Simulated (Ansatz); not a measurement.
Reaction (redistribution): `[OH][Ti]([OH])([SeH])[SeH]` + `O[SiH2][TeH]` → `[SeH][SiH2][TeH]` + `[OH][Ti]([OH])([OH])[SeH]`

Computed with Ansatz on PBE0-D4/def2-TZVP structures; ΔE is electronic, products minus reactants. CCSD(T)/CBS is the MP2 limit (def2-TZVPP, def2-QZVPP) plus CCSD(T) − MP2 in def2-TZVPP, frozen cores. Functionals use def2-TZVPP. def2 core potentials past Kr. For Se, Te, Ti outer-core shells are correlated without core-valence functions, which leaves a few kJ/mol of doubt a bond. Scalar relativity is left out up to krypton. One conformer a species, not always the lowest.

CCSD(T)/CBS gives +0.18 eV.

Question: Another level gave +0.29 eV. Which?
A. r2SCAN-D4/def2-TZVPP
B. B2PLYP/def2-TZVPP
C. PBE/def2-TZVPP
D. MP2/def2-TZVPP

Answer: D. MP2/def2-TZVPP 0.29, r2SCAN-D4 0.15, B2PLYP 0.25, PBE 0.09 eV.

Largest T1 diagnostic among the species: 0.023, so the coupled-cluster value is less sure than usual.

In def2-TZVPP, CCSD(T) changes the Hartree–Fock value by +0.09 eV (the triples alone add +0.07 eV) and MP2 by +0.19 eV.
